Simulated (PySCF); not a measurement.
Bonds (- single, = double, # triple, : aromatic): F1-C2 1.364 Å, C2-F3 1.364 Å, C2-Si4 1.938 Å. C2 carries H5; Si4 carries H6, H7, H8.

- GFN2-xTB structure
- GIAO PBE0/pcSseg-1 shieldings
- run in PySCF 2.14
- non-relativistic, rapidly exchanging positions averaged, single conformer, in vacuum

Referencing at the same level of theory: TMS for ¹³C (σ = 186.93 ppm) and ¹H (σ = 31.72 ppm) and ²⁹Si (σ = 349.16 ppm); ¹⁹F (σ = 170.95 ppm) against CFCl3.

```
   atoms  nucleus  count  Hirshfeld charge  δ (ppm)
      C2      ¹³C      1              0.06    126.9
H6/H7/H8       ¹H      3             -0.06     3.93
      H5       ¹H      1              0.04        ?
     Si4     ²⁹Si      1              0.32    -73.6
   F1/F3      ¹⁹F      2             -0.12        ?
```

**Question.** Fill in the missing shifts.

**Answer.** 
- H5: 6.60 ppm, hydrogen on an sp3 CH bonded to 2 F and Si; its carbon carries F, an electronegative neighbour
- F1/F3: -145.7 ppm, fluorine of a CF2 group

Shifts are as computed. Against solution values, carbons near 30 ppm lie about +3 ppm off and those near 130 ppm about +5 ppm. Of 1211 compounds with measured shifts, 218 miss one by over three times the rms of a fit or turn the order of signals round; such compounds aren't used in these exercises. Unscaled 19F shifts against computed CFCl3 carry errors that often reach 10 to 50 ppm.
